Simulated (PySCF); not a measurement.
Si(OH)4 cation (H₄O₄Si), SMILES O[Si](O)(O)O (connectivity only; charge and spin as stated), charge +1, multiplicity 2. Atoms are numbered in the order given.

```xyz
9

O     -1.0928     0.1556     1.1114
Si     0.0000     0.0000    -0.1869
O      0.1477     1.4060    -0.9222
O     -0.1477    -1.4060    -0.9222
O      1.0928    -0.1556     1.1114
H     -1.1744     1.0198     1.5655
H      0.5506     1.6280    -1.7707
H     -0.5506    -1.6280    -1.7707
H      1.1744    -1.0198     1.5655
```
Charge +1, spin multiplicity 2.

The structure is a stationary point at ωB97X-D3(BJ)/def2-SVP. The spin state was assumed, not searched. The isomer is the one that the SMILES or the coordinates give; other isomers of the formula were not compared. The values are those of a single conformer.

Level of theory: PBE/pcH-1 (PySCF).

Unrestricted Kohn–Sham, ⟨S²⟩ = 0.753. Hyperfine tensors hold the contact and dipolar terms, without spin-orbit corrections.

Computed hyperfine couplings:
| nucleus | A(iso) (MHz) | A(iso) (G) | dipolar principal values (MHz) |
|---|---|---|---|
| 17O no. 1 | -28.2 | -10.1 | -164.9, 82.0, 82.9 |
| 29Si no. 2 | 34.0 | 12.1 | -0.5, -0.4, 0.9 |
| 17O no. 3 | 1.2 | 0.4 | -5.3, 2.2, 3.1 |
| 17O no. 4 | 1.2 | 0.4 | -5.3, 2.2, 3.1 |
| 17O no. 5 | -28.2 | -10.1 | -164.9, 82.0, 82.9 |
| 1H no. 6 | -31.7 | -11.3 | -37.4, -11.2, 48.6 |
| 1H no. 7 | -1.7 | -0.6 | -2.7, -1.4, 4.1 |
| 1H no. 8 | -1.7 | -0.6 | -2.7, -1.4, 4.1 |
| 1H no. 9 | -31.7 | -11.3 | -37.4, -11.2, 48.6 |
